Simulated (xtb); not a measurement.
O$_{2}$Zr, charge +3, doublet, at a GFN2-xTB geometry of the parent state (such geometries of metal compounds can be far from the true shape) (the multiplicity is a formal guess).

Input for xtb:
```
$ xtb mol.xyz --gfn 2 --chrg 3 --uhf 1 --json

# file mol.xyz
3

Zr    -0.15826003    -0.17493685    -0.22637589
O      1.46587311     0.63453628    -0.33464232
O     -0.67457295     0.24014796     1.46652175
```

Q: What total energy does GFN2-xTB run with xtb give?

A: -7.0088 Eh

Q: Predict the partial charges in atom order from GFN2-xTB.

A: Zr1 2.05, O2 0.47, O3 0.47
